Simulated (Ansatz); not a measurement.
Cost and result for the atomization energy of CH₆GeS₂, SMILES `CS[S][GeH3]` (10 atoms, 9 bonds).

Z-matrix (Å, degrees):
```
C
S 1 1.801
H 1 1.089 2 110.8
H 1 1.093 2 106.0 3 -118.6
H 1 1.090 2 111.1 3 123.0
S 2 2.052 1 102.3 3 -60.1
Ge 6 2.233 2 99.0 1 -89.7
H 7 1.537 6 108.8 2 57.0
H 7 1.538 6 106.8 2 176.3
H 7 1.534 6 109.2 2 -63.4
```

Charge 0, multiplicity 1. Correlated methods include outer-core shells of Ge, which these sets cover unevenly. Scalar relativity is left out up to krypton. Geometry: relaxed with PBE0-D4/def2-TZVP. It is one conformer, not always the lowest. Program: Ansatz. All runs use 4 threads of a server CPU on a shared host. Times are those of one run each, without the atoms' runs, and a repeat can differ threefold. Electronic energies, without spin–orbit coupling; frozen cores. CCSD(T)/CBS adds CCSD(T) − MP2 in def2-TZVPP to the MP2 limit, and its time is that of the two runs behind it. T1 = 0.012. With those shells the extrapolation isn't a true limit. HSE06 is the plane-wave form, built on full-range PBE exchange.

CCSD(T)/CBS is a level of theory with its own doubt, some kJ/mol a heavy atom from the limit and from the frozen cores, so smaller differences don't rank the functionals.

```csv
level,functions,wall time
LDA (SPW92)/def2-TZVPP,247,1.4 s
BLYP-D4/def2-TZVPP,247,2.3 s
PBE0-D4/def2-TZVPP,247,4.3 s
HSE06-D4/def2-TZVPP,247,4.5 s
B2PLYP/def2-TZVPP,247,6.5 s
PBE-QIDH/def2-TZVPP,247,6.5 s
CCSD(T)/def2-SVP,112,6.5 s
ωB97X-V/def2-TZVPP,247,9 s
B97M-V/def2-TZVPP,247,11 s
ωB97M-V/def2-TZVPP (with forces),247,13 s
MP2/def2-QZVPP,466,25 s
CCSD(T)/def2-TZVPP,247,3 min
CCSD(T)/CBS(def2),–,3.4 min
```

What atomization energy does each give, and how far from CCSD(T)/CBS? (Estimate.)

The calculation gave: 
```json
{"level": "LDA (SPW92)/def2-TZVPP", "atomization (kJ/mol)": "3510.5", "difference from CCSD(T)/CBS": "441.1", "per bond": "49.0"}
{"level": "BLYP-D4/def2-TZVPP", "atomization (kJ/mol)": "3032.4", "difference from CCSD(T)/CBS": "-37.0", "per bond": "-4.1"}
{"level": "PBE0-D4/def2-TZVPP", "atomization (kJ/mol)": "3061.8", "difference from CCSD(T)/CBS": "-7.6", "per bond": "-0.8"}
{"level": "HSE06-D4/def2-TZVPP", "atomization (kJ/mol)": "3063.3", "difference from CCSD(T)/CBS": "-6.1", "per bond": "-0.7"}
{"level": "B2PLYP/def2-TZVPP", "atomization (kJ/mol)": "3007.3", "difference from CCSD(T)/CBS": "-62.1", "per bond": "-6.9"}
{"level": "PBE-QIDH/def2-TZVPP", "atomization (kJ/mol)": "3039.3", "difference from CCSD(T)/CBS": "-30.1", "per bond": "-3.3"}
{"level": "CCSD(T)/def2-SVP", "atomization (kJ/mol)": "2831.3", "difference from CCSD(T)/CBS": "-238.1", "per bond": "-26.5"}
{"level": "ωB97X-V/def2-TZVPP", "atomization (kJ/mol)": "3085.6", "difference from CCSD(T)/CBS": "16.2", "per bond": "1.8"}
{"level": "B97M-V/def2-TZVPP", "atomization (kJ/mol)": "3107.7", "difference from CCSD(T)/CBS": "38.3", "per bond": "4.3"}
{"level": "ωB97M-V/def2-TZVPP (with forces)", "atomization (kJ/mol)": "3069.8", "difference from CCSD(T)/CBS": "0.4", "per bond": "0.0"}
{"level": "MP2/def2-QZVPP", "atomization (kJ/mol)": "3044.0", "difference from CCSD(T)/CBS": "-25.4", "per bond": "-2.8"}
{"level": "CCSD(T)/def2-TZVPP", "atomization (kJ/mol)": "2985.3", "difference from CCSD(T)/CBS": "-84.1", "per bond": "-9.3"}
{"level": "CCSD(T)/CBS(def2)", "atomization (kJ/mol)": "3069.4", "difference from CCSD(T)/CBS": "0.0", "per bond": "0.0"}
```

From PBE to PBE0 (25 % exact exchange), in def2-TZVPP and without D4, the atomization energy moves by −35.5 kJ/mol: exact exchange takes away binding that semilocal exchange gives to molecules. The D4 term adds +41.9 kJ/mol with B3LYP and +21.9 kJ/mol with PBE0; it sums over pairs of atoms, weighted by their polarisabilities, and B3LYP, whose exchange is more repulsive, gets the larger term. At CCSD(T), def2-SVP lies −238.1 kJ/mol from the extrapolated value and def2-TZVPP −84.1 kJ/mol: correlation converges slowly with the basis, and small sets miss more of it in the bonded molecule than in its fragments.

B3LYP here is the variant with VWN-RPA as its local correlation; programs differ in this.
